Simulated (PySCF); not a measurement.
C2H5NOSi, SMILES N#CC[SiH2]O.

The structure is a stationary point at B3LYP-D3(BJ)/def2-SVP. This is a generated structure with no PubChem entry under its InChIKey; it may be hypothetical. Other conformers were not sampled.

Two levels are set side by side: PBE/def2-TZVP (PySCF) and HF/def2-TZVP (PySCF). Same geometry, gas phase. Differences are taken from unrounded values.

```tsv
quantity	HF
orbital gap (eV)	14.48
highest occupied level (eV)	-11.86
lowest empty level (eV)	2.63
dipole moment (D)	4.78
mean polarisability (bohr³)	51.0
```

What does PBE give, and how far is it from HF? (Estimate from the structure and the level; the computed values follow.)


```tsv
quantity	PBE	PBE minus HF
orbital gap (eV)	6.40	-8.08
highest occupied level (eV)	-7.56	4.30
lowest empty level (eV)	-1.16	-3.78
dipole moment (D)	4.58	-0.21
mean polarisability (bohr³)	56.8	5.8
```

PBE's occupied levels lie high since its potential decays too fast outside the molecule; exact exchange lowers them and widens the gap. PBE's more diffuse valence density responds more strongly to a field. Differences between two approximate levels are no errors against the true value.

Rough cost on one machine, each run with all the roots and properties that it gave: HF against PBE about 1/3.
